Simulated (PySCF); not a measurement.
**Optical rotation: `InChI=1S/C4H4F2O2/c5-2(1-7)3-4(6)8-3/h1-4H/t2-,3+,4-/m0/s1`**

Molfile (atoms numbered from 1):
```
C4H4F2O2
     RDKit          3D

 12 12  0  0  0  0  0  0  0  0999 V2000
   -1.3527   -0.6844    1.4982 O   0  0  0  0  0  0  0  0  0  0  0  0
   -1.6297   -0.3609    0.3826 C   0  0  0  0  0  0  0  0  0  0  0  0
   -0.7567    0.5321   -0.4857 C   0  0  2  0  0  0  0  0  0  0  0  0
   -1.3047    0.6014   -1.7413 F   0  0  0  0  0  0  0  0  0  0  0  0
    0.6744    0.0264   -0.5851 C   0  0  1  0  0  0  0  0  0  0  0  0
    1.7137    0.9022   -0.2233 O   0  0  0  0  0  0  0  0  0  0  0  0
    1.5059   -0.1680    0.6032 C   0  0  2  0  0  0  0  0  0  0  0  0
    2.4432   -1.1377    0.5671 F   0  0  0  0  0  0  0  0  0  0  0  0
   -2.5584   -0.6747   -0.1238 H   0  0  0  0  0  0  0  0  0  0  0  0
   -0.7613    1.5526   -0.0747 H   0  0  0  0  0  0  0  0  0  0  0  0
    0.8698   -0.5882   -1.4593 H   0  0  0  0  0  0  0  0  0  0  0  0
    1.1576   -0.0014    1.6162 H   0  0  0  0  0  0  0  0  0  0  0  0
  1  2  2  0
  2  3  1  0
  3  4  1  0
  3  5  1  0
  5  6  1  0
  6  7  1  0
  7  8  1  0
  7  5  1  0
  2  9  1  0
  3 10  1  1
  5 11  1  6
  7 12  1  1
M  END
```

Method used: TDDFT PBE0/def2-SVPD circular dichroism and optical rotation, one conformer, gas phase in PySCF 2.14.0. Geometry: GFN2-xTB.

The molecule is flexible and this is one conformer; a measurement averages over conformers. States above about 8.4 eV (minus the energy of the highest occupied orbital) lie near or above the ionisation threshold and depend on the basis.

Stereocentres: C3 R, C5 R, C7 R.

**Question.** What is the specific rotation at 633, 589.3, 546, 436, 405, 365, 355 nm?

**Answer.** [α] in deg dm⁻¹ (g/mL)⁻¹:
| λ (nm) | origin-invariant length gauge | modified velocity gauge | length gauge (centre of mass) | isotropic polarisability (au) |
| --- | --- | --- | --- | --- |
| 633 | -124.7 | -142.2 | -126.2 | 53.6 |
| 589.3 | -149.1 | -169.9 | -150.8 | 53.7 |
| 546 | -181.7 | -207.2 | -183.8 | 53.9 |
| 436 | -351.3 | -401.3 | -355.0 | 54.7 |
| 405 | -455.0 | -520.6 | -459.5 | 55.0 |
| 365 | -707.3 | -813.3 | -713.4 | 55.6 |
| 355 | -816.8 | -941.3 | -823.5 | 55.8 |

**Question.** And for the mirror image at 589.3 nm?

**Answer.** +149.1 deg dm⁻¹ (g/mL)⁻¹ (origin-invariant length gauge): the same size and the opposite sign.

**Question.** What is the molar rotation [Φ] = [α]·M/100 of the geometry above at 589.3 nm?

**Answer.** With M = 122.07 g/mol, -182.0 deg cm² dmol⁻¹ (origin-invariant length gauge).

The first excitation lies at 4.19 eV (296 nm) with R = -4.0 × 10⁻⁴⁰ esu² cm² (velocity form).
